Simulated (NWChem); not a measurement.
System: SiNH4OCl; SMILES N[SiH](O)Cl

Here is an NWChem input.

```
start job
memory heap 200 mb stack 900 mb global 1100 mb
geometry units angstroms noautosym nocenter noautoz
  Si    -0.077149    -0.533216    -0.404967
  N      1.250072    -1.341362     0.281385
  O     -1.431834    -1.030268     0.400791
  Cl    -0.055485     1.550765    -0.218650
  H     -0.077589    -0.800398    -1.862809
  H      2.114833    -1.456824    -0.232365
  H      1.385835    -1.385294     1.284576
  H     -2.118953    -0.364958     0.503712
end
basis spherical
  * library def2-svpd
end
dft
  xc pbe0
  iterations 150
end
property
  response 1 0.0
end
task dft property
```

Excerpt of the output:

```
             Northwest Computational Chemistry Package (NWChem) 7.3.0
             --------------------------------------------------------

                             Geometry "geometry" -> ""
                             -------------------------

 Output coordinates in angstroms (scale by  1.889725989 to convert to a.u.)

  No.       Tag          Charge          X              Y              Z
 ---- ---------------- ---------- -------------- -------------- --------------
    1 Si                  14.0000    -0.07714900    -0.53321600    -0.40496700
    2 N                    7.0000     1.25007200    -1.34136200     0.28138500
    3 O                    8.0000    -1.43183400    -1.03026800     0.40079100
    4 Cl                  17.0000    -0.05548500     1.55076500    -0.21865000
    5 H                    1.0000    -0.07758900    -0.80039800    -1.86280900
    6 H                    1.0000     2.11483300    -1.45682400    -0.23236500
    7 H                    1.0000     1.38583500    -1.38529400     1.28457600
    8 H                    1.0000    -2.11895300    -0.36495800     0.50371200

 Effective nuclear repulsion energy (a.u.)     226.3576809209

                              NWChem Property Module
                              ----------------------

                                 NWChem DFT Module
                                 -----------------

 Summary of "ao basis" -> "ao basis" (spherical)
 ------------------------------------------------------------------------------
       Tag                 Description            Shells   Functions and Types
 ---------------- ------------------------------  ------  ---------------------
 Si                        def2-svpd                10       24   5s3p2d
 N                         def2-svpd                 8       20   4s2p2d
 O                         def2-svpd                 9       23   4s3p2d
 Cl                        def2-svpd                11       27   5s4p2d
 H                         def2-svpd                 4        8   2s2p

            General Information
            -------------------
          SCF calculation type: DFT
          Wavefunction type:  closed shell.
          No. of atoms     :     8
          No. of electrons :    50
           Alpha electrons :    25
            Beta electrons :    25
          Charge           :     0
          Spin multiplicity:     1
          Use of symmetry is: off; symmetry adaption is: off
          Maximum number of iterations: 150
          AO basis - number of functions:   126
                     number of shells:    54
          Convergence on energy requested:  1.00D-06
          Convergence on density requested:  1.00D-05
          Convergence on gradient requested:  5.00D-04

              XC Information
              --------------
                         PBE0 Method XC Functional
                     Hartree-Fock (Exact) Exchange  0.250
          PerdewBurkeErnzerhof Exchange Functional  0.750
            Perdew 1991 LDA Correlation Functional  1.000 local
           PerdewBurkeErnz. Correlation Functional  1.000 non-local

             Grid Information
             ----------------
          Grid used for XC integration:  medium
          Radial quadrature: Mura-Knowles
          Angular quadrature: Lebedev.
          Tag              B.-S. Rad. Rad. Pts. Rad. Cut. Ang. Pts.
          ---              ---------- --------- --------- ---------
          Si                  1.10       88          11.0       590
          N                   0.65       49          12.0       434
          O                   0.60       49          12.0       434
          Cl                  1.00       88          11.0       590
          H                   0.35       45          12.0       434
          Grid pruning is: on
          Number of quadrature shells:   454
          Spatial weights used:  Erf1

      Superposition of Atomic Density Guess
      -------------------------------------

 Sum of atomic energies:        -879.00439543

      Non-variational initial energy
      ------------------------------

 Total energy =    -880.437556
 1-e energy   =   -1664.106539
 2-e energy   =     557.311302
 HOMO         =      -0.363787
 LUMO         =       0.037353

   convergence    iter        energy       DeltaE   RMS-Dens  Diis-err
 ---------------- ----- ----------------- --------- --------- ---------
 d= 0,ls=0.0,diis     1   -881.3968812207 -1.11D+03  1.34D-02  7.43D-01
 d= 0,ls=0.0,diis     2   -881.3636607752  3.32D-02  6.53D-03  1.11D+00
 d= 0,ls=0.0,diis     3   -881.4735805742 -1.10D-01  1.32D-03  3.44D-02
 d= 0,ls=0.0,diis     4   -881.4762753747 -2.69D-03  5.98D-04  5.43D-03
 d= 0,ls=0.0,diis     5   -881.4769363149 -6.61D-04  7.46D-05  1.47D-04
  Resetting Diis
 d= 0,ls=0.0,diis     6   -881.4769502020 -1.39D-05  3.52D-05  1.85D-05
 d= 0,ls=0.0,diis     7   -881.4769523259 -2.12D-06  1.37D-05  9.54D-07
 d= 0,ls=0.0,diis     8   -881.4769522585  6.74D-08  8.29D-06  1.54D-06

         Total DFT energy =     -881.476952258535
      One electron energy =    -1667.381675536543
           Coulomb energy =      625.352142893823
    Exchange-Corr. energy =      -65.805100536736
 Nuclear repulsion energy =      226.357680920922

 Numeric. integr. density =       49.999994875966

                       DFT Final Molecular Orbital Analysis
                       ------------------------------------

 Vector   23  Occ=2.000000D+00  E=-3.392633D-01
              MO Center= -3.3D-01,  5.7D-01, -1.7D-01, r^2= 3.3D+00
   Bfn.  Coefficient  Atom+Function         Bfn.  Coefficient  Atom+Function
  ----- ------------  ---------------      ----- ------------  ---------------
    79      0.456193  4 Cl px                76      0.348443  4 Cl px
    50      0.241755  3 O  py                73      0.201681  4 Cl px
    80      0.186488  4 Cl py                53      0.168571  3 O  py
    49      0.164012  3 O  px                51      0.146506  3 O  pz
    77      0.145518  4 Cl py                95      0.128378  5 H  s

 Vector   24  Occ=2.000000D+00  E=-3.314930D-01
              MO Center= -9.9D-02,  8.9D-01, -4.1D-01, r^2= 2.8D+00
   Bfn.  Coefficient  Atom+Function         Bfn.  Coefficient  Atom+Function
  ----- ------------  ---------------      ----- ------------  ---------------
    81      0.547867  4 Cl pz                78      0.414446  4 Cl pz
    75      0.239587  4 Cl pz                95      0.215109  5 H  s
    51      0.127320  3 O  pz                11     -0.101065  1 Si pz
    96      0.090251  5 H  s                 54      0.087113  3 O  pz
    84      0.087217  4 Cl pz                28      0.080743  2 N  s

 Vector   25  Occ=2.000000D+00  E=-2.976400D-01
              MO Center=  9.6D-01, -9.0D-01,  1.5D-01, r^2= 2.6D+00
   Bfn.  Coefficient  Atom+Function         Bfn.  Coefficient  Atom+Function
  ----- ------------  ---------------      ----- ------------  ---------------
    30      0.495811  2 N  py                33     -0.357794  2 N  py
    79      0.221778  4 Cl px                 4     -0.180708  1 Si s
    28      0.167257  2 N  s                 29      0.163923  2 N  px
    76      0.163941  4 Cl px                80     -0.144954  4 Cl py
    32     -0.124375  2 N  px                77     -0.122525  4 Cl py

 Vector   26  Occ=0.000000D+00  E= 8.701026D-03
              MO Center= -8.1D-01, -3.9D-01,  3.8D-01, r^2= 9.7D+00
   Bfn.  Coefficient  Atom+Function         Bfn.  Coefficient  Atom+Function
  ----- ------------  ---------------      ----- ------------  ---------------
     5      3.432850  1 Si s                 48     -1.133569  3 O  s
     4     -0.916924  1 Si s                 14      0.847913  1 Si pz
    72     -0.799864  4 Cl s                 55     -0.745485  3 O  px
   112     -0.641714  7 H  s                 83      0.545394  4 Cl py
    28      0.467145  2 N  s                 57      0.447658  3 O  pz

 Vector   27  Occ=0.000000D+00  E= 2.321639D-02
              MO Center=  6.3D-01, -7.3D-01, -4.0D-01, r^2= 7.8D+00
   Bfn.  Coefficient  Atom+Function         Bfn.  Coefficient  Atom+Function
  ----- ------------  ---------------      ----- ------------  ---------------
    28      2.825329  2 N  s                104     -1.447279  6 H  s
     4     -1.228372  1 Si s                  5      0.712359  1 Si s
    48     -0.648579  3 O  s                112     -0.604031  7 H  s
   108      0.599071  6 H  px                23      0.479396  1 Si d  1
    55      0.475299  3 O  px               118      0.347812  7 H  pz

 Vector   28  Occ=0.000000D+00  E= 3.813335D-02
              MO Center= -4.1D-02,  4.2D-01, -6.7D-01, r^2= 7.5D+00
   Bfn.  Coefficient  Atom+Function         Bfn.  Coefficient  Atom+Function
  ----- ------------  ---------------      ----- ------------  ---------------
     5      1.086895  1 Si s                  4     -0.953336  1 Si s
    28     -0.794861  2 N  s                 83     -0.556714  4 Cl py
    48     -0.491954  3 O  s                 71      0.401049  4 Cl s
    13     -0.398810  1 Si py                72     -0.398771  4 Cl s
   112      0.358920  7 H  s                 10     -0.279362  1 Si py

     Multipole analysis of the density
     ---------------------------------

[...]

 DFT Linear Response polarizability / au
 Frequency  =       0.0000000 / au
              X              Y              Z
 -----------------------------------------------
 X      50.6106998     -2.3629722      0.0207006
 Y      -2.3629754     58.2416468     -0.4828804
 Z       0.0207055     -0.4828721     47.2681225
 -----------------------------------------------
 Eigenvalues =      49.9429163     58.9330468     47.2445061
 Isotropic   =      52.0401564
 Anisotropic =      10.6001379
 -----------------------------------------------

 Magnetic Dipole Response Matrix (nonzero elements):

 Exiting AOResponse driver routine
```

Level: PBE0/def2-SVPD. Structure relaxed at the PBE0/def2-SVP level.
